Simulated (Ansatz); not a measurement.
Two isomers of CH8GeOSi: A = `O[CH]([SiH3])[GeH3]`, B = `C[SiH2][GeH2][OH]`.

Computed with Ansatz on PBE0-D4/def2-TZVP structures; ΔE is electronic, products minus reactants. CCSD(T)/CBS is the MP2 limit (def2-TZVPP, def2-QZVPP) plus CCSD(T) − MP2 in def2-TZVPP, frozen cores. Functionals use def2-TZVPP. B3LYP here is the variant with VWN-RPA as its local correlation; programs differ in this. For Ge outer-core shells are correlated without core-valence functions, which leaves a few kJ/mol of doubt a bond. Scalar relativity is left out up to krypton. Each species was taken in one conformer, which may not be the lowest.

Problem. Which isomer does CCSD(T)/CBS put lower? Give the gap. (Estimate.)

Solution. Computed: B, by 39.6 kcal/mol.

Problem. Give E(B) − E(A) in kcal/mol with ωB97M-V, B2PLYP, CCSD(T)/def2-TZVPP, r2SCAN-D4, HF/def2-TZVPP, CCSD/def2-TZVPP, B3LYP. (Estimate.)

Solution. Ansatz gave: ωB97M-V -39.1, B2PLYP -40.7, CCSD(T)/def2-TZVPP -39.5, r2SCAN-D4 -41.1, HF/def2-TZVPP -40.9, CCSD/def2-TZVPP -39.7, B3LYP -40.6. None reverses the order clearly.

Largest T1 diagnostic: 0.012.

The D4 term adds +0.8 kcal/mol with B3LYP and +0.4 kcal/mol with PBE0; it sums over pairs of atoms, weighted by their polarisabilities, and B3LYP, whose exchange is more repulsive, gets the larger term.
